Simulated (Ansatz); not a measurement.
**Two structures, one formula**

The two ends of one reaction step of BSiH₇SO, singlet (PBE0-D4/def2-TZVP).

A:

B1  (-1.046, 0.153, 0.545)
S2  (-1.566, -1.541, 1.142)
H3  (-1.186, 1.054, 1.320)
H4  (-1.425, 0.344, -0.585)
H5  (0.802, -0.884, 0.666)
O6  (0.628, 0.019, 0.357)
Si7  (1.187, 0.457, -1.189)
H8  (-1.434, -1.331, 2.462)
H9  (0.576, -0.419, -2.211)
H10  (0.808, 1.871, -1.352)
H11  (2.657, 0.277, -1.155)
(Å)

B:

```
11
angstrom
B -0.9165 0.8722 0.5312
S -1.4625 -1.6094 1.0716
H -1.3319 1.1856 1.6127
H -1.6469 0.8646 -0.4272
H -0.7620 -2.2045 0.0925
O 0.4428 0.8583 0.3511
Si 1.3233 0.5204 -0.9952
H -0.4439 -1.7118 1.9397
H 1.6249 -0.9379 -1.0294
H 0.5777 0.8852 -2.2285
H 2.5950 1.2772 -0.9185
```

Computed with Ansatz 0.2.0 (basis: def2-TZVPP); correlated methods freeze the cores. B3LYP uses VWN-RPA correlation.

Q: Which structure is lower at CCSD(T), and by how much? (An estimate is asked for; the value comes from the calculation.)

A: By the calculation: B, by 6.35 kcal/mol (electronic energy, against the other). By their contacts, A is BSiH₇SO ([SiH3][OH][BH2][SH]) and B is a complex of BSiH₅O ([BH2][O][SiH3]) + H₂S.

All methods give the same order:

```json
{"method": "SPW92", "E(B) − E(A) (kcal/mol)": "-0.56"}
{"method": "PBE-D4", "E(B) − E(A) (kcal/mol)": "-4.60"}
{"method": "BLYP-D4", "E(B) − E(A) (kcal/mol)": "-8.99"}
{"method": "r2SCAN-D4", "E(B) − E(A) (kcal/mol)": "-5.85"}
{"method": "B97M-V", "E(B) − E(A) (kcal/mol)": "-7.17"}
{"method": "PBE0-D4", "E(B) − E(A) (kcal/mol)": "-4.56"}
{"method": "B3LYP-D4", "E(B) − E(A) (kcal/mol)": "-8.58"}
{"method": "r2SCAN0-D4", "E(B) − E(A) (kcal/mol)": "-5.54"}
{"method": "BHLYP-D4", "E(B) − E(A) (kcal/mol)": "-8.96"}
{"method": "CAM-B3LYP-D4", "E(B) − E(A) (kcal/mol)": "-7.84"}
{"method": "wB97X-V", "E(B) − E(A) (kcal/mol)": "-6.16"}
{"method": "wB97M-V", "E(B) − E(A) (kcal/mol)": "-6.17"}
{"method": "B2PLYP", "E(B) − E(A) (kcal/mol)": "-7.80"}
{"method": "PBE-QIDH", "E(B) − E(A) (kcal/mol)": "-4.55"}
{"method": "RPA on PBE", "E(B) − E(A) (kcal/mol)": "-7.57"}
{"method": "HF", "E(B) − E(A) (kcal/mol)": "-13.45"}
{"method": "MP2", "E(B) − E(A) (kcal/mol)": "-5.18"}
{"method": "CCSD", "E(B) − E(A) (kcal/mol)": "-7.26"}
{"method": "CCSD(T)", "E(B) − E(A) (kcal/mol)": "-6.35"}
```

No T1 diagnostic of these runs exceeds 0.012.

Labels in which every atom is bracketed show which atoms are joined, not bond orders.

For scale, one of the runs: CCSD(T)/def2-TZVPP, 244 basis functions, launched by `ansatz run in.yaml --threads 3 --pin off --events-out ev --progress --plain --max-ram 6092MiB`. The run took 62 s on 3 CPU threads of an Intel Xeon (shared host), with 5 GiB of host memory at its peak.
